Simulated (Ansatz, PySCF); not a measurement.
TeCl2, SMILES Cl[Te]Cl. Atoms are numbered in the order given.

```xyz
3

Te     0.0000     0.0000     0.5940
Cl     0.0000     1.7659    -0.9099
Cl     0.0000    -1.7659    -0.9099
```

Coordinates come from a PBE0-D3(BJ)/def2-TZVP optimisation. The isomer is the one that the SMILES or the coordinates give; other isomers of the formula were not compared. The def2 effective core potentials stand for the cores of Te; spin–orbit coupling is left out.

Two levels are set side by side: PBE-D3(BJ)/def2-TZVP (Ansatz, a first-principles code) and PBE0-D3(BJ)/def2-TZVP (Ansatz). Each level has its own optimised geometry; the coordinates shown are those of the second. Frequencies come from the Hessian of PySCF at each geometry. Differences are taken from unrounded values.

| quantity | PBE0-D3(BJ) | PBE-D3(BJ) | PBE-D3(BJ) minus PBE0-D3(BJ) |
|---|---|---|---|
| mean bond length (Å) | 2.320 | 2.348 | 0.028 |
| bond Te1–Cl2 (Å) | 2.320 | 2.348 | 0.028 |
| bond Te1–Cl3 (Å) | 2.320 | 2.348 | 0.028 |
| highest harmonic wavenumber (cm⁻¹) | 391 | 367 | -23 |
| mean harmonic wavenumber (cm⁻¹) | 298 | 279 | -19 |
| zero-point energy (kcal/mol) | 1.28 | 1.20 | -0.08 |

Exact exchange shortens and stiffens bonds; PBE has none. Differences between two approximate levels are no errors against the true value.
